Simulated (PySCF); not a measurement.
# [Al4]+, doublet: data card

All numbers come from PySCF, UPBE0, basis Al def2-TZVP (no relativity, density fitting).

The structure is a minimum.

Coordinates in bohr (charge 1 multiplicity 2):
```
Al    0.0000    2.4598    0.0000
Al    0.0000   -2.4598    0.0000
Al    4.2835    0.0000    0.0000
Al   -4.2835    0.0000    0.0000
```

- Point group: D2h
- Bond lengths: Al–Al 2.603 Å, Al–Al 2.614 Å (×4)
- Bond angles: Al–Al–Al 59.7° (×2), Al–Al–Al 60.1° (×4), Al–Al–Al 120.3° (×2)
- Rotational constants: 0.1844, 0.0608, 0.04572 cm⁻¹
- Rotational symmetry number: 4
- Principal polarisabilities: 114.0, 154.5, 258.4 bohr³
- Spin squared ⟨S²⟩: 0.767
- Enthalpy at 298.15 K above 0 K: 18.79 kJ/mol
- Heat capacity Cp at 298.15 K: 78.7 J/(mol K)
- Principal quadrupole moments (Buckingham, traceless) about the centre of mass: -23.26, 2.26, 21.00 D Å
- Zero-point energy: 7.4 kJ/mol
- Highest occupied level (β): -9.65 eV
- Dipole moment about the centre of mass: 0.00 D
- Lowest empty level (α): -7.87 eV
- Entropy at 298.15 K and 1 bar (electronic part: spin only): 337.3 J/(mol K)

Harmonic modes (masses in u: Al 26.982):
```
symmetry  ω (cm⁻¹)  IR (km/mol)
     b3u        41          7.6
     b3g       167          0.0
     b2u       215          0.8
      ag       237          0.0
     b1u       271          7.7
      ag       307          0.0
```

In D2h the vibrations span b3u + b3g + b2u + 2ag + b1u. The ag, b3g modes carry no infrared intensity, as symmetry demands. With a centre of inversion only u modes can be infrared active and only g modes Raman active.

Charges (e):
| atom | Mulliken | Löwdin | polar tensor | spin (Mulliken) | Mayer order to Al1 |
| --- | --- | --- | --- | --- | --- |
| Al1 | 0.19 | 0.17 | 0.12 | 0.21 | – |
| Al2 | 0.19 | 0.17 | 0.12 | 0.21 | 0.90 |
| Al3,4 | 0.31 | 0.33 | 0.38 | 0.29 | 0.76 |
Other Mayer orders above 0.3: Al–Al 0.44, Al–Al 0.76 (×2).

Mulliken populations on Al1: s 5.56, p 7.09, d 0.14, f 0.01.

Outer orbital energies (eV). α occupied: -17.43, -14.70, -13.00, -11.12, -9.94, -9.71; empty: -7.87, -7.77, -6.52, -5.59. β occupied: -17.09, -14.12, -12.40, -11.02, -9.65; empty: -7.83, -7.74, -7.61, -6.40.

Only a few start shapes were tried, so a lower isomer may exist. At this level a quartet minimum of C3v symmetry lies 20 kJ/mol below this structure.

The final relaxation and frequency run took 66 s on 4 threads of a shared Arm Neoverse V2 host, with 148 basis functions and 12 gradients; the process peaked at 1.5 GiB. Launch command: `OMP_NUM_THREADS=4 python axn.py task.json out`.
